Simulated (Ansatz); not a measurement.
cis-NiH2(NH3)2 (NiN₂H₈), relaxed as a singlet with RKS PBE0-D4/def2-SVP in Ansatz, starting from the GFN2-xTB geometry. Force threshold 0.02 eV/Å.

Start:

Cartesian coordinates in Å:
```
Ni -0.456 -0.831 -0.084
H -0.280 -2.115 -0.645
H -1.664 -1.456 0.294
N -0.941 0.939 0.810
H -1.337 1.536 0.086
H -0.130 1.406 1.207
H -1.638 0.844 1.545
N 1.361 -0.162 -0.733
H 1.682 -0.633 -1.576
H 2.029 -0.368 0.007
H 1.373 0.840 -0.910
```

Question: Estimate the energy that the relaxation releases and the steps that it takes.

Answer: 0.16 eV, in 12 steps; 20 s on 4 threads of Arm Neoverse V2 on a shared host. No frequencies were taken in this run, so the end may be a saddle point.

Question: Does the start keep its bonding?

Answer: By distances, no bond broke or formed. The bond that changes most is Ni1–N8, from 2.04 to 1.98 Å (atoms count from 1).

Question: Predict the relaxed structure.

Answer: 
| atom | x (Å) | y (Å) | z (Å) |
| --- | --- | --- | --- |
| Ni1 | -0.402 | -0.727 | -0.081 |
| H2 | -0.156 | -2.066 | -0.634 |
| H3 | -1.711 | -1.305 | 0.257 |
| N4 | -0.989 | 0.982 | 0.736 |
| H5 | -1.849 | 1.253 | 0.257 |
| H6 | -0.392 | 1.811 | 0.779 |
| H7 | -1.270 | 0.761 | 1.692 |
| N8 | 1.423 | -0.199 | -0.648 |
| H9 | 1.477 | -0.383 | -1.651 |
| H10 | 2.065 | -0.864 | -0.215 |
| H11 | 1.804 | 0.737 | -0.492 |
Bond lengths: 2 × N–Ni 1.98 Å; 6 × H–N 1.02 Å; 2 × H–Ni 1.47 Å.
